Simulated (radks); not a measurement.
The numbers below are computed, except where a source is named.
Q: Ionisation of neutral selenium, [Ar] 3d10 4s2 4p4, to [Ar] 3d10 4s2 4p3 as the strength of local exchange is varied. Level of theory: scalar-relativistic Kohn-Sham, Slater X-alpha exchange (alpha = 2/3 is LDA exchange), no correlation, spin-polarised, spherical densities, finite nucleus; open shells are filled with parallel spins first; Fermi nuclear charge, rms radius 4.14 fm (a radial shooting solver on a logarithmic mesh with Libxc functionals).

alpha  E(Se) (hartree)  exchange (hartree)  IE (eV)  -e of the level emptied (eV)  <r> of it (bohr)
0.661      -2423.05069           -80.78345    8.202                    4.438 (4p)             2.391
0.667      -2423.78484           -81.54130    8.247                    4.480 (4p)             2.387
0.768      -2436.17620           -94.36407    9.026                    5.215 (4p)             2.320
0.867      -2448.38289          -107.05327    9.826                    5.982 (4p)             2.259
0.894      -2451.72241          -110.53459   10.051                    6.199 (4p)             2.243
0.921      -2455.06638          -114.02475   10.278                    6.420 (4p)             2.228
1.042      -2470.10705          -129.77422   11.331                    7.448 (4p)             2.162
?          -2431.87508           -89.90648    8.751                    4.954 (4p)             2.342

Which alpha was used in the last row?

A: alpha = 0.733. NIST Atomic Spectra Database: 9.752 eV (measured). The Delta-SCF value meets it near alpha = 0.86. Open shells are spherical and high-spin; term and fine-structure splittings are not resolved.
